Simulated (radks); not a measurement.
The numbers below are computed, except where a source is named.
Excited configurations of As: one electron is placed in a higher orbital outside [Ar] 3d10 4s2 4p2. The ground configuration is [Ar] 3d10 4s2 4p3. Level of theory: Dirac Kohn-Sham, PBEsol, spin-unpolarised, spherical densities, point nucleus; open shells are shared between the two j in proportion to 2j + 1 (a radial shooting solver on a logarithmic mesh with Libxc functionals). Excitation = E - E(ground); binding = E(ion) - E, where the ion is the core of charge +1; n* = 1/sqrt(2 binding) in atomic units, and the quantum defect is n - n*. Eigenvalue and <r> are those of j = l + 1/2.

outer orbital  excitation (eV)  binding (eV)     n*  eigenvalue (eV)  <r> (bohr)
4f                       8.260         0.902  3.885           -0.428       17.49
5s                       5.741         3.421  1.994           -1.928       6.211
5p                       6.884         2.277  2.444           -1.215       8.458
5d                       8.000         1.161  3.423           -0.615       15.94
6d                       8.409         0.753  4.252           -0.453       26.68
6f                       8.713         0.449  5.507           -0.280       44.42
7p                       8.380         0.782  4.172           -0.491       27.52
7d                       8.638         0.523  5.101           -0.334       40.26

The Delta-SCF ionisation energy is 9.161 eV (NIST Atomic Spectra Database: 9.789 eV, measured). Self-interaction in the functional shifts the binding energies and quantum defects, so they are the method's values and not measured ones. Spin polarisation and multiplet splitting are left out, so open shells lie too high by an amount that depends on their filling. Sharing an open shell by 2j + 1 raises it above the true ground level by a part of the spin-orbit splitting, which enters the differences from NIST.

Beside tabulated values, note that spin-unpolarised runs miss the spin-polarisation part of the exchange energy of open shells.
